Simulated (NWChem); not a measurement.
Molecule: MgHSeBr; SMILES [Br][Mg][SeH]

```xyz
4

Mg     0.0039    -0.0306     0.0000
Br     0.0111    -2.3810     0.0000
Se     0.0297     2.3912     0.0000
H     -1.4448     2.4017     0.0000
```
Atoms are numbered in this order, from 1.

Program: NWChem. Coordinates come from a PBE0/def2-SVP optimisation. Ions are spin-unrestricted doublets at the neutral geometry; other ion states weren't tried.

For level PBE0/def2-SVP:

```yaml
vertical ionisation energy, ΔSCF (eV): 9.30
"−ε(HOMO) (eV)": 7.03
```

### Question
Estimate the same quantities for level PBE/def2-SVP.

### Answer
- vertical ionisation energy, ΔSCF (eV) = 8.98
- −ε(HOMO) (eV) = 5.88
